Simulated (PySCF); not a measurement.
Computed shifts of a molecule C4H10OSi, HF/pcSseg-1 in PySCF, GIAO, gas phase, atoms alike by connectivity averaged where their shifts nearly agree, in ppm (number of nuclei): ¹³C: 22.4 (1), 9.8 (1), 6.6 (1), -3.2 (1). ²⁹Si: -7.1 (1). ¹H: 4.68 (1), 3.84 (1), 1.54 (1), 1.38 (3), 0.57 (1), 0.49 (2), 0.45 (1). References: ¹³C against TMS (σ = 192.6 ppm); ²⁹Si against TMS (σ = 393.8 ppm); ¹⁷O against H2O (σ = 333.0 ppm); ¹H against TMS (σ = 31.99 ppm), references at their B3LYP-D3(BJ)/def2-TZVP geometries, non-relativistic. The structure is a stationary point at B3LYP-D3(BJ)/def2-SVP. One conformer was computed; it need not be the lowest.

Task: Which molecule gave these data?
(A) C=C[Si@@H](O)CC
(B) C[SiH2]CCC=O
(C) CC1([SiH2]O)CC1
(D) C[SiH2]C1(O)CC1

Result: C, CC1([SiH2]O)CC1
